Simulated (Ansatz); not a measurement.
Ansatz (a first-principles code) input:

Ansatz 0.2 input:
```yaml
crystal:
  periodic: [false, false, false]
  atoms:
    - {symbol: Si, position_ang: [0.48751529, 0.05098002, -0.11322186]}
    - {symbol: Br, position_ang: [0.12834086, -0.53382407, 2.00937734]}
    - {symbol: Br, position_ang: [-0.37425376, -1.54190062, -1.38911514]}
    - {symbol: Br, position_ang: [-0.52366445, 1.99483247, -0.43998095]}
    - {symbol: N, position_ang: [2.11167573, 0.23404636, -0.53970510]}
    - {symbol: H, position_ang: [2.69839873, -0.57155456, -0.69108384]}
    - {symbol: H, position_ang: [2.62986436, 1.05073732, -0.25571802]}
basis:
  gaussian:
    orbitals: def2-SVPD
magnetization: {spin_polarized: true, initial_magnetization: 2}
correlation: {method: ccsd_t, electrons: outside_noble_gas}
```

Question: What final total energy does it print?

Answer: -8061.40035 Eh (CCSD(T)/def2-SVPD). The basis has 183 functions.

This state (charge 0, triplet) is run at the relaxed geometry of the species with charge 0 and multiplicity 1, and is a spin state other than that species' own.

The program attaches cautions to this result: other roots.
